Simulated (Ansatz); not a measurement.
Li₁₂F₁₂⁺ (started as a model of: (LiF)12 cage of four- and six-membered rings). Total charge 1; doublet. Geometry r2SCAN-D4/def2-SVP, that of the neutral singlet.

```
atom    x (Å)    y (Å)    z (Å)
 Li1   1.0496   1.8531  -2.7231
  F2  -0.2521   2.4746  -1.6595
 Li3   1.1188   2.9247  -0.5590
  F4   2.4065   2.2154  -1.5688
 Li5   2.5176   0.4276  -1.4447
  F6   1.4477   0.1242  -2.8788
 Li7   0.0978  -0.9060  -2.5096
  F8  -1.5022  -0.2038  -2.0499
 Li9  -1.4388   1.2788  -1.0449
 F10  -1.7444   1.0150   0.7478
Li11  -0.4068   1.5650   1.8184
 F12   1.0121   2.3581   1.0752
Li13   1.8185   0.7729   1.4199
 F14   2.1112  -0.4075   0.0936
 F15   0.6279   0.3579   2.6868
Li16   1.0572  -1.9109   0.1695
 F17   0.0491  -2.2029  -1.2835
Li18  -1.6879  -1.7276  -1.1381
 F19  -2.5472  -1.9451   0.3566
Li20  -2.5371  -0.4599   1.3997
Li21  -0.0793  -1.2033   2.9434
 F22   0.2607  -2.4602   1.6794
Li23  -1.5224  -2.6358   1.6389
 F24  -1.8564  -1.3044   2.8306
```

At PBE-D4/def2-SVP an occupied level lies above an empty one. At PBE-D4/def2-SVP the gap within one spin of the charge 1 doublet nearly closes, so an electron or hole may be smeared out by delocalisation error.

Q: Estimate the α-spin orbital energies around the gap (eV) in Ansatz with PBE-D4/def2-SVP, PBE0-D4/def2-SVP.

A: 
```json
{"orbital": "HOMO−5", "PBE-D4/def2-SVP": "-12.10", "PBE0-D4/def2-SVP": "-14.15"}
{"orbital": "HOMO−4", "PBE-D4/def2-SVP": "-12.07", "PBE0-D4/def2-SVP": "-14.08"}
{"orbital": "HOMO−3", "PBE-D4/def2-SVP": "-12.04", "PBE0-D4/def2-SVP": "-14.03"}
{"orbital": "HOMO−2", "PBE-D4/def2-SVP": "-12.00", "PBE0-D4/def2-SVP": "-14.01"}
{"orbital": "HOMO−1", "PBE-D4/def2-SVP": "-11.94", "PBE0-D4/def2-SVP": "-13.91"}
{"orbital": "HOMO", "PBE-D4/def2-SVP": "-11.87", "PBE0-D4/def2-SVP": "-13.87"}
{"orbital": "LUMO", "PBE-D4/def2-SVP": "-3.96", "PBE0-D4/def2-SVP": "-3.27"}
{"orbital": "LUMO+1", "PBE-D4/def2-SVP": "-3.42", "PBE0-D4/def2-SVP": "-2.82"}
{"orbital": "LUMO+2", "PBE-D4/def2-SVP": "-3.33", "PBE0-D4/def2-SVP": "-2.72"}
{"orbital": "LUMO+3", "PBE-D4/def2-SVP": "-3.30", "PBE0-D4/def2-SVP": "-2.69"}
{"orbital": "LUMO+4", "PBE-D4/def2-SVP": "-2.88", "PBE0-D4/def2-SVP": "-2.32"}
{"orbital": "LUMO+5", "PBE-D4/def2-SVP": "-2.69", "PBE0-D4/def2-SVP": "-2.13"}
{"orbital": "β HOMO", "PBE-D4/def2-SVP": "-11.72", "PBE0-D4/def2-SVP": "-13.25"}
{"orbital": "β LUMO", "PBE-D4/def2-SVP": "-11.78", "PBE0-D4/def2-SVP": "-12.58"}
```
